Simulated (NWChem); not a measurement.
pyrimidine (C4H4N2); SMILES c1ncncc1

All runs: NWChem. Medium grid unless said otherwise, to which SCAN and Minnesota functionals are sensitive. Geometry: optimised at PBE-D3(BJ)/def2-SVP. Hybrids' shares of exact exchange are those that their runs print; pure functionals count as 0. The functionals differ in more than this share.

```
row               share of exact exchange  orbital gap (eV)
----------------  -----------------------  ----------------
PBE/def2-SVP                         0.00              3.52
M06-L/def2-SVP                       0.00              4.01
B3LYP/def2-SVP                       0.20              5.65
B97-2/def2-SVP                       0.21              5.77
r2SCAN0/def2-SVP                     0.25              6.41
M06/def2-SVP                         0.27          withheld
```

Question: Fit a straight line of the last column on the one before it, predict the withheld value, and compare with the run.

Answer: 
1. Means of the 5 shown rows: x = 0.132, y = 5.072. Slope Σ(x − x̄)(y − ȳ)/Σ(x − x̄)² = 0.5967/0.05948 = 10.03; intercept 3.748.
2. The shown rows scatter about the line by 0.180 (root mean square); the largest residual is +0.26, at M06-L/def2-SVP.
3. At x = 0.27 (M06/def2-SVP; beyond the shown range) the line gives 6.46.
4. The run gives 6.14, -0.32 from the line, 1.8 times the scatter.
